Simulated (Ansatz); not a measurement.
Start from `CC(C)[NH][Hf]([F])([Cl])[Cl]` and change one atom or group to get `CC(C)[NH][Hf]([Cl])([Cl])[NH]C(C)C`.

Ansatz, PBE0-D4/def2-TZVP geometries, multiplicity 1. Each molecule was computed in one conformer, which needn't be the lowest.

Elements past krypton have def2 core potentials.

| property | `CC(C)[NH][Hf]([F])([Cl])[Cl]` |
| --- | --- |
| HOMO–LUMO gap (ωB97M-V/def2-TZVPP) / eV | 10.70 |
| HOMO energy (ωB97M-V/def2-TZVPP) / eV | -9.82 |
| HOMO energy (B3LYP/def2-TZVPP) / eV | -7.31 |
| size of the dipole moment (B3LYP/def2-TZVPP) / D | 3.25 |
| size of the dipole moment (ωB97M-V/def2-TZVPP) / D | 3.19 |
| size of the dipole moment (PBE/def2-TZVPP) / D | 3.25 |

(1) Give the same properties after the change, and the shifts. (Estimate.)

Answers

(1) Ansatz gave: 
```
                                          property  `CC(C)[NH][Hf]([Cl])([Cl])[NH]C(C)C`  shift
           HOMO–LUMO gap (ωB97M-V/def2-TZVPP) / eV                                 10.31  -0.39
             HOMO energy (ωB97M-V/def2-TZVPP) / eV                                 -9.24   0.58
               HOMO energy (B3LYP/def2-TZVPP) / eV                                 -6.74   0.57
  size of the dipole moment (B3LYP/def2-TZVPP) / D                                  3.66   0.41
size of the dipole moment (ωB97M-V/def2-TZVPP) / D                                  3.59   0.40
    size of the dipole moment (PBE/def2-TZVPP) / D                                  3.66   0.41
```

With PBE0 the HOMO rises by 0.56 eV and the LUMO rises by 0.33 eV, so the gap narrows by about 0.23 eV. PBE moves the HOMO by 0.54 eV and ωB97M-V by 0.58 eV. Dipoles are sizes alone; their direction can turn.

B3LYP here is the variant with VWN-RPA as its local correlation; programs differ in this.
